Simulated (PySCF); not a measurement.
# Polarisability and C₆ of Cr²⁺ (chromium, charge +2)

[Ar] 3d4, high-spin 5D determinant. Calculation: PySCF 2.14, in aug-cc-pVQZ-DK (9s8p6d4f3g2h, 140 functions); scalar relativity by spin-free X2C-1e. Coupled (time-dependent) response in atomic units; α is the mean over directions.

```tsv
method	mean α (bohr³)	α xx, yy, zz	C₆ (like pair)	S(−4)
PBE0	4.274	4.006, 4.006, 4.809	12.78	11.65
```

S(−4) is the Cauchy moment in α(ω) = α(0) + S(−4) ω² + …

α(iu) at PBE0:

```json
{"u (hartree)": "0", "α(iu) (bohr³)": "4.274"}
{"u (hartree)": "0.0500", "α(iu) (bohr³)": "4.245"}
{"u (hartree)": "0.100", "α(iu) (bohr³)": "4.163"}
{"u (hartree)": "0.200", "α(iu) (bohr³)": "3.887"}
{"u (hartree)": "0.300", "α(iu) (bohr³)": "3.551"}
{"u (hartree)": "0.500", "α(iu) (bohr³)": "2.938"}
{"u (hartree)": "0.750", "α(iu) (bohr³)": "2.375"}
{"u (hartree)": "1.00", "α(iu) (bohr³)": "1.970"}
{"u (hartree)": "1.50", "α(iu) (bohr³)": "1.419"}
{"u (hartree)": "2.00", "α(iu) (bohr³)": "1.066"}
{"u (hartree)": "3.00", "α(iu) (bohr³)": "0.6580"}
{"u (hartree)": "5.00", "α(iu) (bohr³)": "0.3199"}
```

A single London oscillator, α(iu) = α/(1 + u²/ω²), gives C₆ = (3/4) ω α². Matching the computed C₆ needs ω = 4 × 12.78 / (3 × 4.274²) = 0.933 hartree.

For an ion, C₆ is the dispersion term alone; charge-induced terms of lower order in 1/R come first.

The components differ because the open shell of this determinant is not spherical; for a pure term their mean is the scalar polarisability.
